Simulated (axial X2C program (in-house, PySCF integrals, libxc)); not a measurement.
Levels of GeH by electron attachment to GeH⁺ (EOM-EA-CCSD)

Calculated with an axial X2C code built on PySCF integrals: two-component X2C with atomic mean-field Coulomb and Gaunt terms, Gaussian nuclei, basis Ge dyall-acv3z, H dyall-av3z with contracted cores.

R = 1.598 Å (near the PBE0 minimum at charge 0 of the determinant lowest at the starting distance; the state shown can have its own minimum elsewhere).

Hartree–Fock spinors of GeH⁺ (one of each Kramers pair; a window near the gap, which can cut inner shells):

| ω | occupied | ε (eV) | character |
| --- | --- | --- | --- |
| 1/2 | yes | -25.11 | 55% Ge s, 30% H s, 11% H p |
| 1/2 | yes | -17.64 | 52% Ge p, 25% H s, 16% Ge s |
| 1/2 | no | -6.82 | 82% Ge p, 12% H p, 5% H d |
| 3/2 | no | -6.72 | 82% Ge p, 13% H p, 5% H d |
| 1/2 | no | -3.00 | 48% H s, 41% Ge s, 7% H p |
| 1/2 | no | -2.18 | 50% Ge p, 36% Ge d, 9% H s |
| 1/2 | no | -1.91 | 97% Ge p |
| 3/2 | no | -1.90 | 98% Ge p |

Levels of GeH obtained by attaching an electron to GeH⁺:

| Ω | binding energy (eV) | above lowest (cm⁻¹) | attached spinor | one-particle weight |
| --- | --- | --- | --- | --- |
| 1/2 | 7.671 | 0 | 82% Ge pπ, 12% H pπ | 0.96 |
| 3/2 | 7.566 | 848 | 82% Ge pπ, 12% H pπ | 0.96 |
| 1/2 | 3.386 | 34558 | 39% Ge sσ, 36% H sσ, 11% H pσ | 0.98 |
| 1/2 | 2.621 | 40728 | 50% Ge dσ, 20% Ge pσ, 17% H sσ | 0.97 |
| 1/2 | 2.068 | 45191 | 54% Ge pσ, 35% Ge pπ | 0.98 |
| 3/2 | 2.035 | 45452 | 98% Ge pπ | 0.99 |

(1) Take the first Ω = 1/2 and Ω = 3/2 rows of π character: how far apart are they, and which lies lower?

This point took 18 s on 1 thread of Intel(R) Xeon(R) Processor @ 2.30GHz, with other jobs on the host.

Reference electrons by ω block (each with its −ω partner): 1/2: 11, 3/2: 4, 5/2: 1. 14 electrons of GeH⁺ correlated (inner shells frozen), 92 natural virtual spinors (a truncated set); levels can be off by some tenths of an eV. Roots sought by Ω: (1/2: 5, 3/2: 4, 5/2: 2, 7/2: 1); rows need 60 % one-particle weight and stop where some Ω has no more roots. Missing are any skipped roots, higher Ω and states of a further excitation; these come out far too high here and may in truth be low or lowest. T1 of the reference 0.011 (Lee–Taylor). The reference was not checked to be the lowest state of its species. Number of frozen shells: Ge 3 s, 2 p; H none.

Answers

(1) E(3/2) − E(1/2) = 848 − 0 = 848 cm⁻¹ at EOM-EA-CCSD: regular, Ω = 1/2 lower. Splittings at this level can be off by ten to twenty per cent.
